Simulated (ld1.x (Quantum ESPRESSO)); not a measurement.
Transferability test, PAW potential for Sn (Z = 50)

ld1.x (Quantum ESPRESSO) 7.5 input, shortened:

```
&input
   title='Sn', zed=50., rel=1, dft='PBE', iswitch=3,
   config='[Kr] 4d10 5s2 5p1'
 /
 &inputp
   pseudotype=3, lpaw=.true., tm=.true., lloc=-1, rcloc=2.10,
   nlcc=.true., new_core_ps=.true.,
   which_augfun='PSQ', rmatch_augfun_nc=.true.
 /
4
5S  1  0   2.00   0.00  1.90  2.25  0.0
5S  1  0   0.00  -0.45  1.90  2.25  0.0
5P  2  1   1.00   0.00  1.75  2.25  0.0
5P  2  1   0.00  -0.25  1.75  2.25  0.0
 &test
   configts(1)='5s2 5p1'
 /
```

Energies are relative to the spin-unpolarised reference configuration 5s2 5p1; without spin polarisation the order of configurations can differ from experiment. Not all tests gave a result: test run stopped at test 5 of 7 (negative rho).

| valence configuration | charge | ΔE all-electron (eV) | error AE − PS (meV) |
| --- | --- | --- | --- |
| 5s2 5p0 | +2 | 13.952 | -33 |
| 5s1 5p0 | +3 | 44.924 | -301 |
| 5s2 5p2.3 | -0.3 | -7.724 | -9.0 |

**Question.** What are ΔE and the potential's error for 5s2 5p2?

**Answer.** ΔE = -6.875 eV all-electron; the error (AE − PS) is -6.8 meV.

Levels in the configuration 5s2 5p2.3:

```tsv
level	all-electron (eV)	pseudo (eV)
5s	-8.659	-8.632
5p	-1.994	-1.988
```

Note: ghost state, extra bound levels that the all-electron valence spectrum of the same l lacks: d at -5.5 eV. A true bound ghost makes a file unfit for plane-wave use.
